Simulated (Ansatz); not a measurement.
Relaxation of AlFH$_{6}$O$_{3}$ (11 atoms, charge 0, multiplicity 1), to a largest force component of 0.03 eV/Å in at most 50 steps.

Method: RKS r2SCAN-D4/6-31G* (Ansatz 0.2.0).

```xyz
11
Properties=species:S:1:pos:R:3:forces:R:3
Al -1.000 -0.415 -0.621 0.24 -0.56 0.19
H -0.786 1.110 -0.594 0.05 0.60 0.00
O -0.110 -1.243 -1.818 -0.01 -0.03 0.01
O -2.247 -1.006 0.376 -0.02 -0.03 0.01
H 1.487 0.055 1.516 0.36 1.55 -0.11
F 1.199 -0.818 1.480 -0.63 -1.09 -0.29
H 0.534 2.108 0.382 0.00 0.02 -0.02
O 1.440 2.167 0.726 0.05 -0.42 0.19
H -0.091 -2.200 -1.926 0.00 0.01 0.01
H -2.409 -1.938 0.554 -0.02 -0.04 0.01
H 1.983 2.179 -0.076 -0.01 0.00 -0.02
```

Q: Where does it end, and by what steps?

A: It converged. The force dipped under the threshold on the way, but the program's further checks kept it going. After 42 steps the energy has fallen by 2.787 eV; H7 moved furthest, 2.49 Å. Parted: Al1–H2 (1.54 → 3.30 Å), H5–F6 (0.92 → 2.49 Å), H7–O8 (0.97 → 3.53 Å). Joined: Al1–F6 (3.07 → 1.67 Å), Al1–O8 (3.80 → 1.98 Å), H2–H7 (1.92 → 0.75 Å), H5–O8 (2.26 → 0.97 Å).

| step | energy less start (eV) | largest force component (eV/Å) | accepted |
| --- | --- | --- | --- |
| 0 | 0.0000 | 1.546 | yes |
| 2 | -0.5235 | 0.904 | yes |
| 4 | -1.0464 | 0.828 | yes |
| 6 | -1.1538 | 0.249 | yes |
| 8 | -1.1699 | 0.139 | yes |
| 10 | -1.1783 | 0.106 | yes |
| 12 | -1.1945 | 0.349 | yes |
| 14 | -1.2752 | 1.110 | yes |
| 16 | -1.5196 | 1.919 | yes |
| 18 | -1.8160 | 0.934 | yes |
| 20 | -2.0141 | 0.373 | yes |
| 22 | -2.1843 | 1.142 | yes |
| 24 | -2.5259 | 0.446 | yes |
| 26 | -2.7057 | 0.208 | yes |
| 28 | -2.7482 | 1.158 | yes |
| 30 | -2.7711 | 0.374 | yes |
| 32 | -2.7842 | 0.115 | yes |
| 34 | -2.7848 | 0.018 | yes |
| 36 | -2.7856 | 0.114 | yes |
| 38 | -2.7861 | 0.038 | yes |
| 40 | -2.7867 | 0.102 | yes |
| 42 | -2.7874 | 0.029 | yes |

```xyz
11
Properties=species:S:1:pos:R:3
Al 0.154 -0.853 0.082
H -1.802 1.807 0.213
O 1.128 -1.250 -1.294
O -1.528 -0.633 -0.181
H 1.739 0.773 0.981
F 0.643 -1.380 1.594
H -1.923 2.510 0.427
O 1.177 0.837 0.188
H 0.786 -1.815 -1.995
H -2.127 -0.666 0.573
H 1.753 0.671 -0.588
```

Time of the run: 2.1 min on 2 threads of Arm Neoverse V2, on a shared host, peak memory 0.15 GiB.
